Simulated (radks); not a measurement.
Species: Pr2+. Configuration: [Xe] 4f3.

All-electron calculation, Dirac Kohn-Sham, PBE, spin-unpolarised, spherical densities, point nucleus; open shells are shared between the two j in proportion to 2j + 1. Program: a radial shooting solver on a logarithmic mesh with Libxc functionals.

Energy parts (hartree):
part                       energy
total                  -9242.0106
kinetic                 9941.6437
electron-nucleus      -22526.2147
Hartree                 3558.9614
exchange-correlation    -216.4010

Orbitals (lengths in bohr, moments of r in powers of bohr; r(max) is where P^2 peaks; r(90%) holds 90 % of the orbital's charge):
[
 {"orbital": "1s1/2", "occ.": "2", "eigenvalue (hartree)": "-1535.848", "<r^4>": "1.645e-06", "r(max)": "0.01541", "<r^2>": "0.0007895", "r(90%)": "0.0435"},
 {"orbital": "2s1/2", "occ.": "2", "eigenvalue (hartree)": "-247.3602", "<r^4>": "0.0002690", "r(max)": "0.08740", "<r^2>": "0.01247", "r(90%)": "0.159"},
 {"orbital": "2p1/2", "occ.": "2", "eigenvalue (hartree)": "-233.7930", "<r^4>": "0.0001688", "r(max)": "0.06651", "<r^2>": "0.009131", "r(90%)": "0.142"},
 {"orbital": "2p3/2", "occ.": "4", "eigenvalue (hartree)": "-216.0704", "<r^4>": "0.0002122", "r(max)": "0.07186", "<r^2>": "0.01039", "r(90%)": "0.150"},
 {"orbital": "3s1/2", "occ.": "2", "eigenvalue (hartree)": "-53.72703", "<r^4>": "0.01086", "r(max)": "0.2493", "<r^2>": "0.08465", "r(90%)": "0.400"},
 {"orbital": "3p1/2", "occ.": "2", "eigenvalue (hartree)": "-47.96029", "<r^4>": "0.01007", "r(max)": "0.2361", "<r^2>": "0.07961", "r(90%)": "0.393"},
 {"orbital": "3p3/2", "occ.": "4", "eigenvalue (hartree)": "-44.44887", "<r^4>": "0.01197", "r(max)": "0.2476", "<r^2>": "0.08705", "r(90%)": "0.410"},
 {"orbital": "3d3/2", "occ.": "4", "eigenvalue (hartree)": "-34.39367", "<r^4>": "0.009067", "r(max)": "0.1986", "<r^2>": "0.07093", "r(90%)": "0.384"},
 {"orbital": "3d5/2", "occ.": "6", "eigenvalue (hartree)": "-33.63689", "<r^4>": "0.009567", "r(max)": "0.2019", "<r^2>": "0.07304", "r(90%)": "0.389"},
 {"orbital": "4s1/2", "occ.": "2", "eigenvalue (hartree)": "-11.04983", "<r^4>": "0.2787", "r(max)": "0.5793", "<r^2>": "0.4375", "r(90%)": "0.895"},
 {"orbital": "4p1/2", "occ.": "2", "eigenvalue (hartree)": "-8.89245", "<r^4>": "0.3263", "r(max)": "0.5878", "<r^2>": "0.4666", "r(90%)": "0.932"},
 {"orbital": "4p3/2", "occ.": "4", "eigenvalue (hartree)": "-8.13716", "<r^4>": "0.3867", "r(max)": "0.6125", "<r^2>": "0.5079", "r(90%)": "0.972"},
 {"orbital": "4d3/2", "occ.": "4", "eigenvalue (hartree)": "-4.59722", "<r^4>": "0.5991", "r(max)": "0.6313", "<r^2>": "0.6049", "r(90%)": "1.09"},
 {"orbital": "4d5/2", "occ.": "6", "eigenvalue (hartree)": "-4.46477", "<r^4>": "0.6333", "r(max)": "0.6394", "<r^2>": "0.6218", "r(90%)": "1.10"},
 {"orbital": "5s1/2", "occ.": "2", "eigenvalue (hartree)": "-1.90017", "<r^4>": "9.584", "r(max)": "1.355", "<r^2>": "2.549", "r(90%)": "2.17"},
 {"orbital": "5p1/2", "occ.": "2", "eigenvalue (hartree)": "-1.32626", "<r^4>": "16.17", "r(max)": "1.486", "<r^2>": "3.250", "r(90%)": "2.47"},
 {"orbital": "5p3/2", "occ.": "4", "eigenvalue (hartree)": "-1.22284", "<r^4>": "19.63", "r(max)": "1.557", "<r^2>": "3.580", "r(90%)": "2.60"},
 {"orbital": "4f5/2", "occ.": "1.28571", "eigenvalue (hartree)": "-0.51547", "<r^4>": "9.449", "r(max)": "0.6896", "<r^2>": "1.757", "r(90%)": "2.02"},
 {"orbital": "4f7/2", "occ.": "1.71429", "eigenvalue (hartree)": "-0.50271", "<r^4>": "10.15", "r(max)": "0.6949", "<r^2>": "1.813", "r(90%)": "2.05"}
]

The highest occupied level is 4f7/2 at -13.679 eV. For comparison, the ionisation energy in NIST's Atomic Spectra Database is 21.624 eV (measured). In exact Kohn-Sham theory the highest level is minus the ionisation energy, but local and semilocal functionals leave it too shallow, through self-interaction and a potential that decays too fast; potentials with the right tail come closer. The density falls to 0.001 e/bohr^3 at r = 3.64 bohr.

Beside tabulated values, note that spin-unpolarised runs miss the spin-polarisation part of the exchange energy of open shells.
